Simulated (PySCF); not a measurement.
**Levels of Yb⁶⁷⁺ from EOM-EA-GCCSD**

Reference: closed-shell Yb⁶⁸⁺, 1s2; one electron is added. Calculated with PySCF 2.14, two-component X2C-1e with screened spin-orbit coupling, an even-tempered Gaussian basis (16 s from 23 bohr⁻², ratio 2.6; 13 p from 30 bohr⁻², ratio 2.6; 6 d from 31 bohr⁻², ratio 2.8; 3 f from 1300 bohr⁻², ratio 2.8); frozen nothing; the 34 highest virtual spinors dropped; of the others 56 kept and the rest restored at second order. No Breit or QED terms. Binding energies in eV.

```tsv
level	Koopmans	second order	EOM-CCSD
2s1/2	17386.4	17386.6	17386.6
2p1/2	17218.6	17219.1	17219.1
2p3/2	16025.0	16025.4	16025.4
```

Electric-dipole lines between these computed levels:

| lower | upper | ΔE (eV) | vacuum wavelength (nm) |
| --- | --- | --- | --- |
| 2s1/2 | 2p1/2 | 167.51 | 7.401 |
| 2s1/2 | 2p3/2 | 1361.2 | 0.9108 |

For comparison, the ionisation energy of Yb⁶⁷⁺ is 17365.44 ± 0.15 eV (theoretical estimate listed by NIST; NIST Atomic Spectra Database, ionization energies).

Only part of the computed levels is shown.
